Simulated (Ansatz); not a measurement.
`[Cl][SnH2][Si](Cl)(Cl)Cl`, relaxed with RKS PBE-D4/def2-SVP in Ansatz 0.2.0 from a rough embedded geometry. The force threshold is 0.03 eV/Å; the program also tests the step.

Charge 0, multiplicity 1. Sn takes the def2 core potential.

Start:

```xyz
8

Cl   -2.499    1.476   -0.745
Sn   -1.123    0.130    0.584
Si    1.131   -0.173   -0.522
Cl    0.898   -1.135   -2.298
Cl    2.318   -1.406    0.724
Cl    2.060    1.686   -0.734
H    -1.883   -1.445    0.813
H    -0.901    0.866    2.177
```

Q: How much energy does the relaxation release, and in how many steps? (An estimate is asked.)

A: Ansatz gave: 2.39 kcal/mol, in 4 steps.

Q: Which bonds change most? (Best estimate.)

A: Computed: Sn2–Si3 from 2.529 to 2.582 Å; Sn2–H8 from 1.768 to 1.726 Å; Si3–Cl5 from 2.117 to 2.078 Å; Cl1–Sn2 from 2.339 to 2.377 Å.

Q: Give the relaxed structure. (An estimate is asked.)

A: Ansatz gave: 
```xyz
8

Cl   -2.453    1.454   -0.737
Sn   -1.129    0.078    0.679
Si    1.148   -0.184   -0.511
Cl    0.939   -1.096   -2.356
Cl    2.347   -1.379    0.694
Cl    2.077    1.646   -0.772
H    -1.955   -1.431    0.822
H    -0.974    0.912    2.181
```
